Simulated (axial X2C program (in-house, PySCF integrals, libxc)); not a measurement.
## Curves of NaCu⁺ by EOM-EA-CCSD

Computed with an in-house all-electron X2C program for linear molecules (integrals from PySCF): two-component X2C with atomic mean-field Coulomb and Gaunt terms, Gaussian nuclei, basis Cu dyall-acv3z, Na dyall-acv3z with contracted cores.

Energies in eV from the lowest point of the lowest state; states are followed by energy order within each Ω. Reference: NaCu²⁺, 18 electrons correlated in 84 virtual spinors with an MP2 remainder; levels at this size can be off by some tenths of an eV. Masses 62.930 and 22.990 u.

```
R (Å)  (1)Ω=1/2  (2)Ω=1/2  (3)Ω=1/2  (1)Ω=3/2
2.772    0.0450    3.7792    4.3565    4.3789
2.893    0.0134    3.6229    4.2912    4.3128
3.013    0.0000    3.4847    4.2391    4.2601
3.149    0.0007    3.3466    4.1926    4.2129
3.284    0.0133    3.2240    4.1560    4.1756
3.465    0.0420    3.0812    4.1189    4.1377
```

Problem. Fit the curves (1)Ω=1/2 near their minima.

Solution. At EOM-EA-CCSD from NaCu²⁺ (the fit fixes ωe to about one per cent; ωe of higher roots by this method can be off by ten per cent):

| state | Te (cm⁻¹) | Re (Å) | ωe (cm⁻¹) |
| --- | --- | --- | --- |
| (1)Ω=1/2 | 0 | 3.072 | 112.6 |

No minimum in range: (2)Ω=1/2, (3)Ω=1/2, (1)Ω=3/2; the order of states may turn beyond it. T1 of the reference reaches 0.016 (Lee–Taylor). Curves followed by order can swap character. Number of frozen shells: Cu 3 s, 2 p; Na 1 s. Roots with under 60 % one-particle weight at any point are counted in the labels but not shown, and the list ends where the roots sought for some Ω run out; states that need a further excitation are missing and may lie low or lowest. Curves with a minimum but no constants failed the fit check.
